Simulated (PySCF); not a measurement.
# Two-dimensional NMR puzzle

Compound of formula C$_{7}$H$_{6}$NP. Correlations simulated from computed shifts and the bond graph:

HSQC (one-bond C–H):
```
  δH     δC
9.49  157.8
8.84  155.5
8.00  146.7
7.40  128.4
6.43  106.3
```

COSY cross peaks (H two or three bonds apart, from the bond graph; peaks can be absent where the dihedral angle is near 90°):
```
  δH    δH
8.84  7.40
8.00  7.40
```

HMBC (two and three bonds, from the bond graph):
```
  δH                          δC
9.49         155.5, 146.7, 134.6
8.84         157.8, 146.7, 128.4
8.00  157.8, 155.5, 134.6, 128.4
7.40         155.5, 146.7, 134.6
6.43                       267.4
```

Carbons without hydrogens: δ 267.4, 134.6.

Computational details: σ from GIAO-PBE0/pcSseg-1, GFN2-xTB geometry, in PySCF (relativity neglected, single conformer, rapidly exchanging positions averaged, no solvent).

Chemical shifts δ = σref − σ; 1H (σ = 31.72 ppm), 13C (σ = 186.93 ppm) vs TMS, all at this level.

Exchangeable hydrogens are left out of these lists.

Problem. Work out the connectivity.

Solution. `C=C=Pc1cccnc1`.

Atoms are numbered as in `[CH2:1]=[C:2]=[P:3][c:4]1[cH:5][cH:6][cH:7][n:8][cH:9]1`. Each H is labelled by its parent atom.

1. δC 267.4 is C2, a cumulene carbon.
2. δC 157.8 is C9, an aromatic CH next to a ring nitrogen (δH 9.49).
3. δC 155.5 is C7, an aromatic CH next to a ring nitrogen (δH 8.84).
4. δC 146.7 is C5, an aromatic CH (δH 8.00).
5. δC 134.6 is C4, a substituted aromatic carbon.
6. δC 128.4 is C6, an aromatic CH (δH 7.40).
7. δC 106.3 is C1, a terminal =CH2 carbon (δH 6.43).
8. HMBC from δH 9.49 reaches the proton-free carbon C4.
9. HMBC from δH 8.00 reaches the proton-free carbon C4.
10. HMBC from δH 7.40 reaches the proton-free carbon C4.
11. HMBC from δH 6.43 reaches the proton-free carbon C2.
12. COSY links 8.84–7.40, 8.00–7.40.

This is the structure that produced the data.

Shifts are as computed. Against solution values, carbons near 30 ppm lie about +3 ppm off and those near 130 ppm about +5 ppm. Of 1211 compounds with measured shifts, 218 miss one by over three times the rms of a fit or turn the order of signals round; such compounds aren't used in these exercises.
